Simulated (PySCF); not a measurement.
trisilylphosphine (H9PSi3), SMILES [SiH3]P([SiH3])[SiH3].

The structure is a stationary point at r2SCAN-D4/def2-SVP.

All values below come from PBE/def2-TZVP (PySCF).

Gas-phase values at a fixed geometry.

Computed frontier levels, gap, dipole moment and polarisability:
```json
{
 "highest_occupied_level": "-6.33 eV",
 "lowest_empty_level": "-1.06 eV",
 "orbital_gap": "5.27 eV",
 "dipole_moment": "0.42 D",
 "quadrupole, principal values (traceless, Buckingham form, about the centre of nuclear charge)": "-2.66, 1.33, 1.33 D·Å",
 "mean_static_polarisability": "116.2 bohr³ (17.21 Å³)",
 "polarisability_principal_values": "96.7, 125.9, 125.9 bohr³"
}
```
